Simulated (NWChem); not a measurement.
System: CdCl, doublet; SMILES [Cl][Cd]

Excerpt of the output:

```
             Northwest Computational Chemistry Package (NWChem) 7.3.0
             --------------------------------------------------------

 ORDER OF PRIMARY AXIS IS BEING SET TO 4
 C4V symmetry detected

                             Geometry "geometry" -> ""
                             -------------------------

 Output coordinates in angstroms (scale by  1.889725989 to convert to a.u.)

  No.       Tag          Charge          X              Y              Z
 ---- ---------------- ---------- -------------- -------------- --------------
    1 Cd                  48.0000     0.00000000     0.00000000    -0.61924148
    2 Cl                  17.0000     0.00000000     0.00000000     1.74844652

 Effective nuclear repulsion energy (a.u.)     182.3756488117

      Symmetry information
      --------------------

 Group name             C4v
 Group number             18
 Group order               8
 No. of unique centers     2

                                 NWChem DFT Module
                                 -----------------

 Summary of "ao basis" -> "ao basis" (spherical)
 ------------------------------------------------------------------------------
       Tag                 Description            Shells   Functions and Types
 ---------------- ------------------------------  ------  ---------------------
 Cd                         def2-svp                11       31   5s3p2d1f
 Cl                         def2-svp                 8       18   4s3p1d

      Symmetry analysis of basis
      --------------------------

        a1         19
        a2          0
        b1          4
        b2          4
        e          22

            General Information
            -------------------
          SCF calculation type: DFT
          Wavefunction type:  spin polarized.
          No. of atoms     :     2
          No. of electrons :    37
           Alpha electrons :    19
            Beta electrons :    18
          Charge           :     0
          Spin multiplicity:     2
          Use of symmetry is: on ; symmetry adaption is: on
          Maximum number of iterations: 150
          AO basis - number of functions:    49
                     number of shells:    19
          Convergence on energy requested:  1.00D-06
          Convergence on density requested:  1.00D-05
          Convergence on gradient requested:  5.00D-04

              XC Information
              --------------
                         B3LYP Method XC Potential
                     Hartree-Fock (Exact) Exchange  0.200
                        Slater Exchange Functional  0.800 local
                    Becke 1988 Exchange Functional  0.720 non-local
              Lee-Yang-Parr Correlation Functional  0.810
                  VWN I RPA Correlation Functional  0.190 local

             Grid Information
             ----------------
          Grid used for XC integration:  medium
          Radial quadrature: Mura-Knowles
          Angular quadrature: Lebedev.
          Tag              B.-S. Rad. Rad. Pts. Rad. Cut. Ang. Pts.
          ---              ---------- --------- --------- ---------
          Cd                  1.55      123           8.0       590
          Cl                  1.00       88           9.0       590
          Grid pruning is: on
          Number of quadrature shells:   211
          Spatial weights used:  Erf1

      Superposition of Atomic Density Guess
      -------------------------------------

 Sum of atomic energies:        -651.29720522

      Non-variational initial energy
      ------------------------------

 Total energy =    -626.224745
 1-e energy   =   -1083.965027
 2-e energy   =     381.750428
 HOMO         =      -0.192521
 LUMO         =       0.065533

   Symmetry analysis of molecular orbitals - initial alpha
   -------------------------------------------------------

 !! scf_movecs_sym_adapt:    8 vectors were symmetry contaminated

  Symmetry fudging

 !! scf_movecs_sym_adapt:    4 vectors were symmetry contaminated

  Numbering of irreducible representations:

     1 a1          2 a2          3 b1          4 b2          5 e

  Orbital symmetries:

     1 a1          2 a1          3 a1          4 e           5 e
     6 a1          7 a1          8 e           9 e          10 a1
    11 a1         12 e          13 e          14 b1         15 b2
    16 a1         17 e          18 e          19 a1         20 e
    21 e          22 a1         23 a1         24 e          25 e
    26 a1         27 e          28 e          29 b1

   Symmetry analysis of molecular orbitals - initial beta
   ------------------------------------------------------

 !! scf_movecs_sym_adapt:    8 vectors were symmetry contaminated

  Symmetry fudging

 !! scf_movecs_sym_adapt:    4 vectors were symmetry contaminated

  Numbering of irreducible representations:

     1 a1          2 a2          3 b1          4 b2          5 e

  Orbital symmetries:

     1 a1          2 a1          3 a1          4 e           5 e
     6 a1          7 a1          8 e           9 e          10 a1
    11 a1         12 e          13 e          14 b1         15 b2
    16 a1         17 e          18 e          19 a1         20 e
    21 e          22 a1         23 a1         24 e          25 e
    26 a1         27 e          28 e          29 b1

     ---------------------------------------------
      Total Density - Mulliken Population Analysis
     ---------------------------------------------

    Atom       Charge   Shell Charges
 -----------   ------   -------------------------------------------------------
    1 Cd  20    19.34  -0.37  1.63  0.74  0.63  0.58  5.95  0.11  0.08  9.17  0.83  0.00
    2 Cl  17    17.66   2.00  1.99  1.24  0.73  5.94  2.21  3.54  0.01

     --------------------------------------------
      Spin Density - Mulliken Population Analysis
     --------------------------------------------

[...]
```

Level: B3LYP/def2-SVP with def2 effective core potentials on Cd, spin-unrestricted. The geometry was optimised at PBE0/def2-SVP, spin-unrestricted. The spin multiplicity was typed, not searched, and may not be the lowest. No stability test was run on the SCF state. def2 effective core potentials on Cd; no spin-orbit coupling.

Reconstruct the input file.

This is not unique; one that fits is the input that was run:
```
start job
memory heap 200 mb stack 900 mb global 1100 mb
geometry units angstroms noautoz
  Cd     0.000000     0.000000    -0.603652
  Cl     0.000000     0.000000     1.764036
end
basis spherical
  * library def2-svp
end
ecp
  Cd library def2-ecp
end
dft
  odft
  mult 2
  xc b3lyp
  iterations 150
  mulliken
end
task dft energy
```
